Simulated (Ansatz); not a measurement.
System: C₃H₆O, charge 0, singlet. C3H6O (SMILES C=CCO).
B3LYP-D3(BJ)/def2-TZVP minimum from Ansatz (a program for electronic structure):
```xyz
10

C      1.6892    -0.3896    -0.5271
C      0.7546     0.1540     0.2425
C     -0.6261     0.4924    -0.2244
O     -1.6295    -0.1713     0.5449
H      1.5002    -0.6114    -1.5719
H      2.6760    -0.6245    -0.1493
H      0.9599     0.3622     1.2888
H     -0.7297     0.2642    -1.2921
H     -0.8254     1.5579    -0.0904
H     -1.4513    -1.1180     0.5094
```
Charge 0, spin multiplicity 1.

Total energies in cc-pVDZ, 24 correlated electrons, 4 frozen orbitals. Open shells are spin-unrestricted; no spin-orbit coupling. Cores are frozen in correlated methods. No relativity.

```tsv
method	program	energy (Eh)	minus CCSDT(Q) (mEh)
HF	Ansatz	-191.93843	660.69
MP2	Ansatz	-192.53479	64.33
CCSD	Ansatz	-192.57770	21.43
CCSD(T)	Ansatz	-192.59676	2.36
CCSDT(Q)	Ansatz	-192.59913	0.00
```

Rough core times of Ansatz's runs on a shared machine: CCSD(T) under 20 s, CCSDT(Q) 60 min.
